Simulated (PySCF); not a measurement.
Be(H)(NH2) (BeH₃N), SMILES [NH2][BeH]. Atoms are numbered in the order given.

```xyz
5

Be     0.0000     0.0000    -0.9552
H      0.0000     0.0000    -2.2883
N      0.0000     0.0000     0.5482
H      0.0000     0.8219     1.1359
H      0.0000    -0.8219     1.1359
```
Charge 0, spin multiplicity 1.

Geometry optimised at TPSSh-D3(BJ)/def2-TZVPD.

Computed with M06-2X/def2-TZVPD (PySCF).

* **total energy**: -71.32094 hartree
* **point group**: C2v
* **highest occupied level**: -8.87 eV
* **lowest empty level**: 0.12 eV
* **orbital gap**: 8.99 eV
* **dipole moment**: 1.40 D
* **quadrupole, principal values (traceless, Buckingham form, about the centre of nuclear charge)**: -3.30, -1.37, 4.67 D·Å
* **mean static polarisability**: 27.4 bohr³ (4.07 Å³)
* **polarisability, principal values**: 24.7, 25.9, 31.8 bohr³
